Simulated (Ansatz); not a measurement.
Molecule: CsBr, net charge 0, singlet state. 
Geometry from a B3LYP-D3(BJ)/def2-TZVP (Ansatz, a quantum-chemistry and plane-wave program) optimisation:
```
Cs
Br 1 3.1374
```

Basis-set convergence of Hartree-Fock and CCSD(T) correlation energies (hartree) with Ansatz. Valence correlation only, unless marked. Spin-orbit coupling is left out. Frozen are the shells of the preceding noble gas and the d and f shells that filled before the atom's block. The outer core of K, Ca and their heavier congeners is not correlated, a term that matters for these elements. In def2 rows, elements after Kr have scalar-relativistic effective core potentials.

| basis | functions | E(HF) | E(corr, CCSD(T)) |
|---|---|---|---|
| def2-SVP | 56 | -2592.05001 | -0.13688 |
| def2-TZVPP | 84 | -2592.36814 | -0.19031 |
| def2-QZVPP | 151 | -2592.41865 | -0.21163 |

Extrapolating the two largest sets (X = 3 and 4) as X^-3: E(corr) = (64·(-0.21163) - 27·(-0.19031))/37 = -0.2272 Eh, an estimate of the basis-set limit. The largest set recovers 93.2 % of it, the smallest 60.2 %.
